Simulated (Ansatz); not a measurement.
Cost and result for the atomization energy of `N=C=C(F)[SiH3]` (9 atoms, 8 bonds).

```xyz
9

N    -0.4927    0.7628    2.2795
C    -0.4879    0.0922    1.2630
C    -0.5404   -0.5010    0.0904
F    -1.3558   -1.5801   -0.0636
Si    0.4716    0.0647   -1.3624
H     0.1852    0.4994    2.9942
H    -0.4158    0.4398   -2.4925
H     1.3857   -1.0171   -1.8106
H     1.2501    1.2391   -0.8981
```

Total charge 0; spin multiplicity 1. The structure was optimised at the PBE0-D4/def2-TZVP level. It is one conformer, not always the lowest. Program: Ansatz. All runs use 2 threads of an Arm Neoverse V1 on a shared host. Times are those of one run each, without the atoms' runs, and a repeat can differ threefold. Electronic energies, without spin–orbit coupling; frozen cores. CCSD(T)/CBS adds CCSD(T) − MP2 in def2-TZVPP to the MP2 limit, and its time is that of the two runs behind it. T1 = 0.015. HSE06 is the plane-wave form, built on full-range PBE exchange.

CCSD(T)/CBS is a level of theory with its own doubt, some kJ/mol a heavy atom from the limit and from the frozen cores, so smaller differences don't rank the functionals.

```tsv
level	functions	wall time
BLYP-D4/def2-TZVPP	222	2.9 s
PBE-D4/def2-TZVPP (with forces)	222	3.3 s
PBE0-D4/def2-TZVPP	222	3.5 s
HSE06-D4/def2-TZVPP	222	3.9 s
BHLYP-D4/def2-TZVPP	222	3.9 s
CAM-B3LYP-D4/def2-TZVPP	222	4.3 s
CCSD(T)/def2-SVP	94	6 s
r2SCANh-D4/def2-TZVPP	222	6.5 s
PBE-QIDH/def2-TZVPP	222	7.5 s
ωB97M-V/def2-TZVPP (with forces)	222	15 s
MP2/def2-QZVPP	418	26 s
CCSD(T)/def2-TZVPP	222	2.5 min
CCSD(T)/CBS(def2)	–	2.9 min
```

**Question.** What atomization energy does each give, and how far from CCSD(T)/CBS? (Estimate.)

**Answer.** The calculation gave: 
| level | atomization (kJ/mol) | difference from CCSD(T)/CBS | per bond |
| --- | --- | --- | --- |
| BLYP-D4/def2-TZVPP | 3394.6 | 64.2 | 8.0 |
| PBE-D4/def2-TZVPP (with forces) | 3472.4 | 142.0 | 17.7 |
| PBE0-D4/def2-TZVPP | 3360.8 | 30.4 | 3.8 |
| HSE06-D4/def2-TZVPP | 3364.5 | 34.1 | 4.3 |
| BHLYP-D4/def2-TZVPP | 3210.2 | -120.2 | -15.0 |
| CAM-B3LYP-D4/def2-TZVPP | 3368.2 | 37.8 | 4.7 |
| CCSD(T)/def2-SVP | 3124.9 | -205.5 | -25.7 |
| r2SCANh-D4/def2-TZVPP | 3320.7 | -9.7 | -1.2 |
| PBE-QIDH/def2-TZVPP | 3303.9 | -26.5 | -3.3 |
| ωB97M-V/def2-TZVPP (with forces) | 3358.4 | 28.0 | 3.5 |
| MP2/def2-QZVPP | 3365.4 | 35.0 | 4.4 |
| CCSD(T)/def2-TZVPP | 3227.9 | -102.5 | -12.8 |
| CCSD(T)/CBS(def2) | 3330.4 | 0.0 | 0.0 |

At CCSD(T), def2-SVP lies −205.6 kJ/mol from the extrapolated value and def2-TZVPP −102.6 kJ/mol: correlation converges slowly with the basis, and small sets miss more of it in the bonded molecule than in its fragments. From BLYP to BHLYP (50 % exact exchange), in def2-TZVPP and without D4, the atomization energy moves by −167.7 kJ/mol: exact exchange takes away binding that semilocal exchange gives to molecules. Leaving LDA and LC-ωPBE aside and taking each functional with its dispersion term where it has one, the values spread over 262.3 kJ/mol, from BHLYP-D4 to PBE-D4. LDA lies +466.1 kJ/mol from PBE without D4, its usual overbinding.
